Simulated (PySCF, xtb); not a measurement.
BBr3, SMILES Br[B-](Br)Br, charge -1, multiplicity 2.

Geometry optimised at r2SCAN-D4/def2-SVPD.

Level of theory: IEF-PCM-M06-2X/def2-SVPD run with PySCF.

The values are the electrostatic part of the solvation free energy, E(continuum) − E(gas) at the gas-phase geometry, in a cavity of scaled van der Waals radii (PySCF's table); cavitation and dispersion terms are not included.

```
solvent       ε  ΔG(elec) (kcal/mol)
--------  -----  -------------------
water     78.36                -47.6
methanol  32.61                -46.7
toluene    2.37                -27.5
```

For comparison, GFN2-xTB/ALPB(water) (xtb, at the GFN2-xTB geometry, all terms of that model) gives -52.8 kcal/mol.
